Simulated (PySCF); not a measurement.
Mo(O)(NH)(F)(Me) (CH₄FMoNO), SMILES [O]=[Mo](=[NH])([F])[CH3], multiplicity 1. Geometry: r2SCAN-D4/def2-SVP. The multiplicity is an assumed one; no other spin state was optimised. The structure was generated by enumeration; whether it is a known compound was not checked. The def2 effective core potentials stand for the cores of Mo; spin–orbit coupling is left out.

Computed equilibrium geometry at r2SCAN-D4/def2-SVP (PySCF confirms it by a frequency run) as Cartesian coordinates in Å:
```xyz
9

Mo     0.0476    -0.0775    -0.0003
O      1.4477    -0.2091     0.9258
N      0.4720    -0.0148    -1.6803
H      1.2322    -0.0662    -2.3614
F     -1.2403    -1.3787     0.3316
C     -0.7248     1.8340     0.3918
H      0.0092     2.6249     0.1732
H     -1.0018     1.8831     1.4594
H     -1.6152     1.9926    -0.2396
```
Charge 0, spin multiplicity 1.
